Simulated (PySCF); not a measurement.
An excited-state job on `C#C[P@@]1(=[Se])C=C1C=C`.

Computed with TDDFT PBE0/def2-SVPD, vertical, gas phase, core orbitals frozen in the response (PySCF 2.14.0, density-fitted response routines). Geometry: GFN2-xTB. A driver script takes a list of jobs; this job's settings line and coordinates (Å) are shown.

Input:
```
{"job": {"kind": "uv", "xc": "PBE0", "basis": "def2-SVPD", "nstates": 8, "ntriplets": 3}, "charge": 0, "multiplicity": 1}
C      2.908570    -1.385205     0.470562
C      2.072431    -0.520582     0.497725
P      0.902782     0.763969     0.778540
Se     0.825453     1.650942     2.673518
C      0.507199     1.540185    -0.807925
C     -0.419000     0.635333    -0.456153
C     -1.677304     0.065937    -0.803810
C     -2.275840    -0.846326    -0.042458
H      3.628590    -2.147190     0.386618
H      0.697141     2.281256    -1.557683
H     -2.125206     0.422134    -1.724041
H     -3.230487    -1.270214    -0.300943
H     -1.818718    -1.189754     0.872841
```

Question: What does the run print?

Answer: 
```
coarse grid: 57184 points
cycle   1  E = -2973.0955008353  dE =  4.729e-01  |g| = 4.312e-01  |ddm| = 9.192e+00
cycle   2  E = -2973.0486365934  dE =  4.686e-02  |g| = 5.672e-01  |ddm| = 2.419e+00
cycle   3  E = -2973.1420737228  dE = -9.344e-02  |g| = 1.950e-01  |ddm| = 1.354e+00
cycle   4  E = -2973.1519431571  dE = -9.869e-03  |g| = 6.568e-02  |ddm| = 4.146e-01
cycle   5  E = -2973.1529203514  dE = -9.772e-04  |g| = 2.404e-02  |ddm| = 1.224e-01
cycle   6  E = -2973.1530491730  dE = -1.288e-04  |g| = 8.156e-03  |ddm| = 5.076e-02
cycle   7  E = -2973.1530692898  dE = -2.012e-05  |g| = 2.217e-03  |ddm| = 1.991e-02
cycle   8  E = -2973.1530706424  dE = -1.353e-06  |g| = 5.029e-04  |ddm| = 4.968e-03
final grid: 119112 points
cycle   9  E = -2973.1530829169  dE =  5.400e-08  |g| = 8.302e-04  |ddm| = 1.431e-02
cycle  10  E = -2973.1530825205  dE =  3.964e-07  |g| = 1.464e-03  |ddm| = 3.775e-03
cycle  11  E = -2973.1530831105  dE = -5.899e-07  |g| = 1.932e-04  |ddm| = 2.430e-03
cycle  12  E = -2973.1530831207  dE = -1.021e-08  |g| = 2.987e-05  |ddm| = 3.561e-04
cycle  13  E = -2973.1530831209  dE = -1.955e-10  |g| = 1.217e-05  |ddm| = 7.281e-05
converged SCF energy = -2973.1530831209

Static polarisability (au): isotropic 128.688, principal 112.302 127.681 146.083

Singlet excitations
state   eV       nm        f      main configurations
  1   3.1354    395.4   0.00152   H->L 0.98
  2   3.4110    363.5   0.00473   H-1->L 0.98
  3   4.1051    302.0   0.00157   H-1->L+1 0.95
  4   4.1367    299.7   0.00163   H->L+2 0.90
  5   4.2830    289.5   0.06171   H->L+1 0.89
  6   4.3839    282.8   0.02560   H-1->L+2 0.90
  7   5.0552    245.3   0.00939   H->L+3 0.87
  8   5.3554    231.5   0.05095   H-3->L 0.77, H-2->L 0.10

Triplet excitations (Tamm-Dancoff, eV): 2.9560 3.0804 3.5254
```

The SCF starts on a coarse grid where the log names one; the energy can jump when the final grid takes over, and dE then counts from the start density on the new grid. H and L stand for HOMO and LUMO; the number after each pair is its weight.

Question: Give S1 in cm⁻¹ and kJ/mol.

Answer: 3.1354 eV × 8065.54 = 25289 cm⁻¹; × 96.485 = 302.5 kJ/mol.

Question: Give the mean polarisability as a volume in Å³, and the ratio of the largest to the smallest principal value.

Answer: 128.688 au × 0.148185 = 19.07 Å³; 146.083/112.302 = 1.30.

Summary of the converged run: HOMO -6.20 eV, LUMO -2.01 eV; lowest singlet 3.14 eV; lowest triplet 2.96 eV (Tamm–Dancoff); mean polarisability 128.7 au.

 Relativistic effects, spin–orbit coupling among them, are left out although an element past zinc is present.

Rough CPU time on one thread of a shared machine: about 1.8 min.

One conformer stands for the species.
Labels such as C1 count atoms from 1, the log's own numbers from 0.
